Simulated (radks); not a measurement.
Valence configurations of O IV (all share [He]). All-electron calculation, Dirac Kohn-Sham, PBE, spin-unpolarised, spherical densities, point nucleus; open shells are shared between the two j in proportion to 2j + 1. Program: a radial shooting solver on a logarithmic mesh with Libxc functionals. Energies are relative to 2s2 2p1; eigenvalues in eV.

| valence | E (eV) | e(2p1/2) | e(2p3/2) | e(2s1/2) |
|---|---|---|---|---|
| 2s2 2p1 | 0.000 | -64.997 | -64.935 | -79.489 |
| 2s1.5 2p1.5 | 7.279 | -64.595 | -64.533 | -79.138 |
| 2s1 2p2 | 14.584 | -64.204 | -64.143 | -78.797 |
| 2p3 | 29.267 | -63.458 | -63.398 | - |

NIST lists [He] 2s2 2p1 as the ground configuration; this level of theory agrees among the configurations tried. The energies are those of spherical spin-averaged densities, not of single terms.
